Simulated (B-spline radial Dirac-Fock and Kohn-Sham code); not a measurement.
# Photoelectron lines of Zr²⁺ at 920 eV

System: zirconium as Zr²⁺, [Kr] 4d2.

Calculated with a radial atomic solver, using Dirac-Hartree-Slater photoionisation with all multipoles and Dirac-Fock thresholds. The asymmetry parameter β is from the dipole term alone. Kinetic energies are from the vacuum level. Open shells are spread statistically over j, without multiplet splitting.

The last column is dσ/dΩ = σ/(4π) · [1 + β P₂(cos θ)] at θ = 0° from the polarisation vector of linearly polarised light.

```
  subshell  electrons  binding (eV)  kinetic (eV)  σ (kb)     β  dσ/dΩ (kb/sr)
   M1 (3s)          2         458.6         461.4    64.9  2.00           15.5
M2 (3p1/2)          2         372.5         547.5    87.0  1.57           17.8
M3 (3p3/2)          4         358.6         561.4     176  1.58           36.0
M4 (3d3/2)          4         206.9         713.1     162  1.23           28.7
M5 (3d5/2)          6         204.6         715.4     237  1.22           41.9
   N1 (4s)          2         80.50         839.5    11.6  2.00           2.76
N2 (4p1/2)          2         54.70         865.3    12.1  1.68           2.57
N3 (4p3/2)          4         52.91         867.1    23.9  1.69           5.11
N4 (4d3/2)        0.8         21.60         898.4    1.97  1.29          0.359
N5 (4d5/2)        1.2         21.48         898.5    2.87  1.28          0.519
```

Branching ratios of the spin-orbit partners (statistical value in brackets): 3p 2.02 (2.00), 3d 1.46 (1.50), 4p 1.98 (2.00), 4d 1.46 (1.50).

Run: 3.9 s of CPU time on 1 thread of Neoverse-V1 (shared host), peak memory 0.36 GiB.
